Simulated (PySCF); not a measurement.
## Selenium: a sound run and one with changed settings

Sound run: Se⁺ [Ar] 3d10 4s2 4p3, Se²⁺ [Ar] 3d10 4s2 4p2. Calculation: PySCF 2.14, in x2c-TZVPall; scalar relativity by spin-free X2C-1e. In the sound run the correlated levels freeze [Ar] 3d10. The sound run starts from symmetry-adapted Hartree-Fock orbitals and uses a fine grid where one is needed.

A second run was set up differently.

```csv
species,method,sound run (hartree),changed run (hartree),converged
Se⁺,MP2,-2427.82770,-2427.76896,yes
Se⁺,CCSD(T),-2427.84464,-2427.77375,yes
Se²⁺,MP2,-2427.04301,-2426.99185,yes
Se²⁺,CCSD(T),-2427.06016,-2426.99375,yes
```

Ionisation energy of Se⁺:

| method | sound run (eV) | changed run (eV) |
| --- | --- | --- |
| UHF | 20.850 | 20.850 |
| MP2 | 21.352 | 21.146 |
| SCS-MP2 | 21.203 | 20.948 |
| CCSD | 21.318 | 21.220 |
| CCSD(T) | 21.347 | 21.225 |

(1) What was changed?
A. a valence shell is frozen
B. all electrons correlated in a valence basis
C. basis contracted for another Hamiltonian
D. too few SCF iterations

Answers

(1) A. Freezing a valence shell removes pair correlation that changes on ionisation.
